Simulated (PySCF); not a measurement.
## MoHCl, quintet: molecular constants

Computed with PySCF, UPBE0, basis Mo def2-TZVP with ECP28, H def2-TZVP, Cl def2-TZVP (scalar-relativistic core potentials, no spin–orbit coupling, density fitting).

The structure is a minimum.

| Property | Result |
| --- | --- |
| Point group | Cs |
| Bond lengths | Mo–Cl 2.261 Å, Mo–H 1.704 Å |
| Bond angles | Cl–Mo–H 113.4° |
| Dipole moment | 3.62 D |
| Zero-point energy | 16.0 kJ/mol |
| Spin squared ⟨S²⟩ | 6.031 |
| Atomisation energy without zero-point energy | 604 kJ/mol |
| Rotational symmetry number | 1 |
| Highest occupied level (α) | -6.51 eV |
| Enthalpy at 298.15 K above 0 K | 11.52 kJ/mol |
| Principal quadrupole moments (Buckingham, traceless) about the centre of mass | -4.42, 1.36, 3.06 D Å |
| Rotational constants | 6.98, 0.1264, 0.1242 cm⁻¹ |
| Lowest empty level (α) | -2.77 eV |
| Heat capacity Cp at 298.15 K | 45.6 J/(mol K) |
| Entropy at 298.15 K and 1 bar (electronic part: spin only) | 284.2 J/(mol K) |
| Principal polarisabilities | 50.6, 54.4, 68.6 bohr³ |

Harmonic modes (masses in u: Mo 97.905, H 1.008, Cl 34.969):
| symmetry | ω (cm⁻¹) | IR (km/mol) |
| --- | --- | --- |
| a' | 389 | 5.2 |
| a' | 421 | 136 |
| a' | 1861 | 197 |

Charges (e):
```csv
atom,Mulliken,Löwdin,polar tensor,spin (Mulliken),Mayer order to Mo1
Mo1,0.54,0.09,0.95,4.16,–
H2,-0.10,-0.08,-0.32,-0.17,0.96
Cl3,-0.43,-0.01,-0.62,0.01,1.05
```

Mulliken populations on Mo1 (electrons outside its core potential): s 2.62, p 6.21, d 4.62, f 0.01.

Outer orbital energies (eV). α occupied: -10.41, -9.66, -9.58, -8.97, -7.15, -6.91, -6.57, -6.51; empty: -2.77, -1.58, -0.64, 1.02. β occupied: -21.94, -10.14, -9.18, -8.98, -8.65; empty: -1.87, -1.52, -1.29, -1.24.

Other isomers or separated fragments may lie lower. Other spin states or occupations of the open shell can lie lower.

The final relaxation and frequency run took 48 s on 2 threads of a shared Arm Neoverse V1 host, with 83 basis functions and 16 gradients; the process peaked at 0.84 GiB. Launch command: `OMP_NUM_THREADS=2 python axn.py task.json out`.
